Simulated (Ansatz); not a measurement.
`CN[SiH](P)S` + `N=C=O` → `O=C=NP` + `CN[SiH2]S`  (cleavage of the P–Si bond)

Isolated molecules relaxed with PBE0-D4/def2-TZVP in Ansatz; ΔE leaves out vibrations. CCSD(T)/CBS is the MP2 limit (def2-TZVPP, def2-QZVPP) plus CCSD(T) − MP2 in def2-TZVPP, frozen cores. This one scheme is used for every species. Functionals use def2-TZVPP. Each species was taken in one conformer, which may not be the lowest.

CCSD(T)/CBS gives +44.2 kJ/mol.

(1) Another level gave +48.4 kJ/mol. Which?
A. r2SCAN-D4/def2-TZVPP
B. CCSD(T)/def2-TZVPP
C. BHLYP/def2-TZVPP
D. RPA@PBE/def2-TZVPP

Largest T1 diagnostic among the species: 0.018.

Results:

(1) A. r2SCAN-D4 48.4, BHLYP 23.2, RPA@PBE/def2-TZVPP 36.5, CCSD(T)/def2-TZVPP 42.0 kJ/mol.

From BLYP to BHLYP (50 % exact exchange), in def2-TZVPP and without D4, ΔE moves by −5.7 kJ/mol. The D4 term adds +10.8 kJ/mol with B3LYP and +6.2 kJ/mol with PBE0; it sums over pairs of atoms, weighted by their polarisabilities, and B3LYP, whose exchange is more repulsive, gets the larger term. At CCSD(T), def2-SVP lies −5.4 kJ/mol from the extrapolated value and def2-TZVPP −2.1 kJ/mol.

CCSD(T)/CBS has its own doubt, a few kJ/mol and more with outer-core shells, so smaller differences from it don't rank the levels.

B3LYP here is the variant with VWN-RPA as its local correlation; programs differ in this.
